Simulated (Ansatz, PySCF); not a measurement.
Spin states of HOOs (SMILES [OH][Os]), each relaxed with B3LYP-D3(BJ)/def2-TZVP.
State 1 (charge 0, multiplicity 4):
```xyz
3

Os    -0.934    -0.651    -0.812
O      0.445    -0.131     0.300
H      0.456     0.829     0.442
```
State 2 (charge 0, multiplicity 6):
```xyz
3

Os    -1.01853    -0.76610    -0.89153
O      0.40175    -0.04810     0.27904
H      0.58361     0.86157     0.54217
```

Singlets are restricted, other states unrestricted; no spin–orbit coupling, no relativity up to Kr; see below for the cores. The largest T1 diagnostic is 0.111.

Correlated levels freeze the inner cores; with def2 sets outer-core shells near the valence are correlated too.

Run with Ansatz (an electronic-structure program) with Gaussian orbitals; PySCF for the dispersion terms. Values without a source in brackets are computed. In def2 rows elements past Kr take small-core potentials, without spin–orbit coupling.

**Question.** Estimate the energy of the multiplicity-6 state less that of the multiplicity-4 state that PBE-D3(BJ)/def2-TZVPP returns for this input.

**Answer.** 16.4 kcal/mol

**Question.** Give the energy of the multiplicity-6 state less that of the multiplicity-4 state at the level CCSD(T)/def2-TZVPP.

**Answer.** 10.0 kcal/mol

**Question.** What energy of the multiplicity-6 state less that of the multiplicity-4 state does r2SCANh/def2-TZVPP give?

**Answer.** 8.1 kcal/mol

Doubts at one or more of the structures used: a spin-contaminated determinant (CCSD(T)/def2-TZVPP); T1 above 0.05 (CCSD(T)/def2-TZVPP).
